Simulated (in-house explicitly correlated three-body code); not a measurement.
Computed with an exponentially correlated three-body code. Model: two electrons around a point charge, non-relativistic, variational in 260 exponentially correlated functions (energies converged to about 1e-7 hartree, or 1e-8 relative for large Z).

For this charge the correlation energy is taken as exact minus Hartree-Fock, from which it differs by microhartrees, and the kinetic parts follow from it.

For two electrons in a singlet the Kohn-Sham orbital is the square root of half the density, so the exact Kohn-Sham potential and energy parts follow from the density alone, and exchange is minus half the Hartree energy. The Kohn-Sham level equals minus the binding energy of the second electron.

Command:
```bash
python run_hyl.py task.json out
```
Settings (lengths in bohr, energies in hartree):
```
Z                      6.7
interaction_strength   1
functions              260
states_tried           13
```

Cost of the run: 60 s on 1 thread of Intel(R) Xeon(R) Platinum 8175M CPU @ 2.50GHz (Skylake/Cascade Lake) (shared host).

**Those bound S and P states to n = 4 that converged, binding against the one-electron ion.**

Given: nuclear charge 6.7.

Computed: one-electron threshold -22.445 hartree.

```tsv
term	energy (hartree)	binding (eV)	quantum defect
1 1S	-40.8588916	501.07	0.060737
2 3S	-26.8453489	119.74	0.078607
2 3P	-26.6195979	113.6	0.027339
2 1S	?	?	?
2 1P	-26.4681519	109.48	-0.0094474
3 3S	-24.3436415	51.665	0.074916
3 1S	-24.2829948	50.014	0.027049
3 3P	-24.2825428	50.002	0.026684
3 1P	?	?	?
4 3S	-23.4988292	28.676	0.073779
4 1S	-23.4742879	28.008	0.027248
4 3P	-23.473877	27.997	0.026455
4 1P	-23.4563417	27.52	-0.0078448
```

Task: What belongs in the row 2 1S?

Result: energy (hartree): -26.6161533; binding (eV): 113.5; quantum defect: 0.026524.

Task: What belongs in the row 3 1P?

Result: energy (hartree): -24.2400825; binding (eV): 48.847; quantum defect: -0.0082758.

**Electric-dipole lines between converged S and P states, rate of the upper state's decay.**

```
s state  p state  p minus s (eV)  oscillator strength from s  rate (1/s)
   1 1S     2 1P          391.59                     0.66692  1.4792e+12
   1 1S     3 1P               ?                           ?           ?
   1 1S     4 1P          473.55                    0.054257  1.7598e+11
   2 1S     2 1P          4.0273                    0.082341  1.9317e+07
   2 1S     3 1P          64.656                     0.36088  2.1821e+10
   2 1S     4 1P          85.983                    0.091589  9.7939e+09
   3 1S     2 1P         -59.461                   -0.060489    9.28e+09
   3 1S     3 1P          1.1677                      0.1431  2.8222e+06
   3 1S     4 1P          22.494                     0.39069  2.8593e+09
   4 1S     2 1P         -81.467                   -0.012978  3.7374e+09
   4 1S     3 1P         -20.838                    -0.13569  2.5568e+09
   4 1S     4 1P         0.48834                     0.19919      687080
   2 3S     2 3P               ?                           ?           ?
   2 3S     3 3P          69.738                     0.32948  2.3176e+10
   2 3S     4 3P          91.742                    0.085971  1.0466e+10
   3 3S     2 3P         -61.932                   -0.064225  1.0689e+10
   3 3S     3 3P          1.6626                     0.19368  7.7433e+06
   3 3S     4 3P          23.667                     0.35639  2.8875e+09
   4 3S     2 3P          -84.92                   -0.013351  4.1777e+09
   4 3S     3 3P         -21.326                     -0.1468   2.897e+09
   4 3S     4 3P         0.67899                     0.26671  1.7785e+06
```

Task: What belongs in the row 1 1S 3 1P?

Result: p minus s (eV): 452.22; oscillator strength from s: 0.14294; rate (1/s): 4.2282e+11.

Task: What belongs in the row 2 3S 2 3P?

Result: p minus s (eV): 6.143; oscillator strength from s: 0.11579; rate (1/s): 6.3198e+07.

**Exact Kohn-Sham parts of the ground state from its density.**

Computed: Kohn-Sham kinetic 40.815 hartree; Hartree energy 7.9294 hartree; exchange energy -3.9647 hartree; potential part of the DFT correlation energy -0.088755 hartree; exact minus restricted Hartree-Fock -0.04522 hartree; Kohn-Sham level -501.07 eV; restricted Hartree-Fock level -501.35 eV; dipole polarisability 0.0056044 bohr³; C6 of two such species 0.00039833 hartree·bohr⁶.

Task: What is the kinetic part of the DFT correlation energy?

Result: 0.043535 hartree.

Task: What is the total energy?

Result: -40.8588916 hartree.

**Functionals on the exact density and self-consistent, errors are functional minus exact, hybrids only self-consistent, a dash where a self-consistent run leaves the top level unbound.**

```json
{"result": "BLYP", "exchange error (millihartree)": "26.981", "correlation error (millihartree)": "-4.9255", "functional driven error (millihartree)": "22.056", "density driven error (millihartree)": "-1.4696", "self consistent total error (millihartree)": "20.586", "top level plus exact binding (eV)": "38.224"}
{"result": "AM05", "exchange error (millihartree)": "?", "correlation error (millihartree)": "?", "functional driven error (millihartree)": "?", "density driven error (millihartree)": "?", "self consistent total error (millihartree)": "?", "top level plus exact binding (eV)": "?"}
{"result": "PW91", "exchange error (millihartree)": "62.84", "correlation error (millihartree)": "-12.996", "functional driven error (millihartree)": "49.844", "density driven error (millihartree)": "-1.3853", "self consistent total error (millihartree)": "48.459", "top level plus exact binding (eV)": "38.47"}
{"result": "M06-L", "exchange error (millihartree)": "?", "correlation error (millihartree)": "?", "functional driven error (millihartree)": "?", "density driven error (millihartree)": "?", "self consistent total error (millihartree)": "?", "top level plus exact binding (eV)": "?"}
{"result": "PBE", "exchange error (millihartree)": "74.749", "correlation error (millihartree)": "-2.177", "functional driven error (millihartree)": "72.572", "density driven error (millihartree)": "-1.3506", "self consistent total error (millihartree)": "71.222", "top level plus exact binding (eV)": "38.912"}
{"result": "wB97X", "exchange error (millihartree)": "-", "correlation error (millihartree)": "-", "functional driven error (millihartree)": "-", "density driven error (millihartree)": "-", "self consistent total error (millihartree)": "-83.571", "top level plus exact binding (eV)": "28.159"}
{"result": "TPSS", "exchange error (millihartree)": "-3.7238", "correlation error (millihartree)": "-3.0835", "functional driven error (millihartree)": "-6.8073", "density driven error (millihartree)": "-0.35137", "self consistent total error (millihartree)": "-7.1587", "top level plus exact binding (eV)": "35.919"}
{"result": "LDA PW92", "exchange error (millihartree)": "560.45", "correlation error (millihartree)": "-134.01", "functional driven error (millihartree)": "426.44", "density driven error (millihartree)": "-2.5241", "self consistent total error (millihartree)": "423.92", "top level plus exact binding (eV)": "42.37"}
{"result": "PBE0", "exchange error (millihartree)": "-", "correlation error (millihartree)": "-", "functional driven error (millihartree)": "-", "density driven error (millihartree)": "-", "self consistent total error (millihartree)": "53.2", "top level plus exact binding (eV)": "28.906"}
{"result": "B3LYP VWN-RPA", "exchange error (millihartree)": "-", "correlation error (millihartree)": "-", "functional driven error (millihartree)": "-", "density driven error (millihartree)": "-", "self consistent total error (millihartree)": "25.675", "top level plus exact binding (eV)": "30.368"}
```

Task: What belongs in the row AM05?

Result: exchange error (millihartree): 433.1; correlation error (millihartree): -111.05; functional driven error (millihartree): 322.05; density driven error (millihartree): -1.6963; self consistent total error (millihartree): 320.36; top level plus exact binding (eV): 41.863.

Task: What belongs in the row M06-L?

Result: exchange error (millihartree): -44.568; correlation error (millihartree): -10.468; functional driven error (millihartree): -55.036; density driven error (millihartree): -2.3328; self consistent total error (millihartree): -57.369; top level plus exact binding (eV): 34.17.

The density-driven part is never positive, since each functional's own density lowers its energy. Here it is small beside the functional-driven part (median ratio 0.028), the normal case.
